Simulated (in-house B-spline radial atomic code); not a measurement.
# Ionising Au⁺ with different functionals

Computed with an all-electron radial atomic-structure program (B-spline basis): four-component Dirac-Coulomb Hamiltonian, Fermi nucleus of rms radius 5.4371 fm, spin-restricted, spherical fractional occupations for the functionals. The ionisation energy is the difference of two self-consistent energies, [Xe] 4f14 5d10 → [Xe] 4f14 5d9, without Breit or QED terms; ε is the level of the shell that loses the electron (mean over j). The electron is taken from both j subshells in proportion to 2j + 1, so the result is a j average, not the step between ground levels.

Hybrids are left out here: with spherical fractional occupations of an open shell their exact exchange keeps a self-interaction that integer-occupation calculations don't have.

```json
{"method": "LDA VWN5", "rung": "LDA", "ΔSCF (eV)": "21.53", "-ε(5d) (eV)": "15.65"}
{"method": "relativistic LDA", "rung": "LDA", "ΔSCF (eV)": "?", "-ε(5d) (eV)": "?"}
{"method": "LDA PW92", "rung": "LDA", "ΔSCF (eV)": "21.52", "-ε(5d) (eV)": "15.65"}
{"method": "LDA exchange-only", "rung": "LDA", "ΔSCF (eV)": "20.07", "-ε(5d) (eV)": "14.27"}
{"method": "PBE", "rung": "GGA", "ΔSCF (eV)": "21.23", "-ε(5d) (eV)": "15.36"}
{"method": "PBEsol", "rung": "GGA", "ΔSCF (eV)": "21.26", "-ε(5d) (eV)": "15.39"}
{"method": "BLYP", "rung": "GGA", "ΔSCF (eV)": "21.13", "-ε(5d) (eV)": "15.28"}
{"method": "RPBE", "rung": "GGA", "ΔSCF (eV)": "21.14", "-ε(5d) (eV)": "15.27"}
{"method": "PW91", "rung": "GGA", "ΔSCF (eV)": "?", "-ε(5d) (eV)": "?"}
{"method": "BP86", "rung": "GGA", "ΔSCF (eV)": "21.35", "-ε(5d) (eV)": "15.49"}
{"method": "AM05", "rung": "GGA", "ΔSCF (eV)": "21.24", "-ε(5d) (eV)": "15.37"}
{"method": "OLYP", "rung": "GGA", "ΔSCF (eV)": "21.20", "-ε(5d) (eV)": "15.29"}
```

(1) What does PW91 give?

(2) What does relativistic LDA give?

(3) How do they compare with the NIST value?

## Answers

(1) ΔSCF 21.31 eV, and -ε(5d) = 15.43 eV.

(2) ΔSCF 21.54 eV, and -ε(5d) = 15.66 eV.

(3) NIST lists 20.20 eV ± 0.025 (measured, ground level to ground level). Errors run from -0.13 to +1.33 eV. The correlated functionals all miss on the same side by more than they spread, so the cause is common to them (Breit-QED terms, spin polarisation, the choice among j levels, multiplet and fine-structure energies, or a listed next ion that isn't the cheapest removal here) and closeness doesn't rank the functionals.
